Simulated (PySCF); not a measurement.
C4H8FO2S (doublet state).
Geometry (GFN2-xTB, Å), atoms numbered from 1 in this order:
```xyz
16
C4H8FO2S angstrom
C      1.4030    1.1143    0.0138
S      1.4515   -0.6485    0.1046
O      2.3307   -1.1410   -0.9252
O      1.6998   -1.0418    1.4636
C     -0.2524   -1.1718   -0.3237
C     -1.2075   -0.5379    0.6647
C     -1.2963    0.9558    0.4145
F     -1.7857    1.6333    1.4895
H      1.5981    1.5132   -0.9649
H      1.8412    1.6229    0.8531
H     -0.4327   -0.8730   -1.3525
H     -0.2486   -2.2554   -0.2498
H     -2.1993   -0.9946    0.6052
H     -0.8157   -0.7023    1.6719
H     -0.1921    1.3051    0.2459
H     -1.9017    1.2304   -0.4546
```

The hyperfine couplings belong to this conformer and change with its torsions.

The species is `[CH2]S(=O)(=O)CCCF` [radical].

Computed, not measured: UKS B3LYP, pcH-1 on C F H O S, non-relativistic, mean-field spin-orbit, GIAO (PySCF). Geometry: GFN2-xTB, one conformer, isolated molecule. The geometry wasn't refined by DFT: couplings that depend on bond lengths, twists or pyramidal angles can differ widely from those at the functional's own minimum. No stability test was run, so a lower SCF solution isn't excluded.

(1) Break the g tensor into its mass correction, gauge correction and orbital-Zeeman/spin–orbit terms.

(2) What are the electron Larmor frequencies g μB B/h along the three axes at 350 mT?

(3) How much does each term add to the isotropic shift?

(4) In a frozen sample, at which fields do the three g values resonate at 9.5, 34, 94 and 263 GHz (hyperfine left aside), and which band first spreads them over more than twice a line width of 0.3 mT?

Results:

(1) 
```tsv
Δg (ppm)	1	2	3
relativistic mass correction	-190	-190	-190
gauge correction	20	53	61
orbital Zeeman/spin–orbit	60	305	988
total	-111	168	859
```

So g = 2.00221, 2.00249, 2.00318 and g_iso = 2.00262; the tensor is rhombic: the two nearest values differ by 29 % of g3 − g1. Axes: g2 points within 11° of the C1–H10 bond and g3 points within 13° of the C6–C7 bond.

(2) 9.8082, 9.8096, 9.8129 GHz for g1, g2 and g3, a range of 4.7 MHz.

(3) The orbital-Zeeman/spin–orbit term 451, the mass correction -190 and the gauge correction 45 ppm, for a total of 305 ppm. The orbital-Zeeman/spin–orbit term is the largest in size. The mass correction is the same along every axis, so the anisotropy comes from the other two: their spans along these axes are 41 (gauge) and 928 ppm (orbital Zeeman/spin–orbit).

(4) 
| band | GHz | B(g3) mT | B(g2) mT | B(g1) mT | spread mT |
| --- | --- | --- | --- | --- | --- |
| X | 9.5 | 338.84 | 338.96 | 339.00 | 0.16 |
| Q | 34.0 | 1212.68 | 1213.10 | 1213.27 | 0.59 |
| W | 94.0 | 3352.72 | 3353.87 | 3354.34 | 1.62 |
| J | 263.0 | 9380.47 | 9383.71 | 9385.01 | 4.54 |

The spread grows in proportion to the frequency. W band is the first where it exceeds 0.6 mT.

The Mulliken spin populations are largest on C1 (+0.82) and C7 (+0.22). The angles at C1 add up to 346.7°, so it is slightly pyramidal.

The HOMO–LUMO gaps are 7.47 eV among the α and 4.49 eV among the β orbitals.
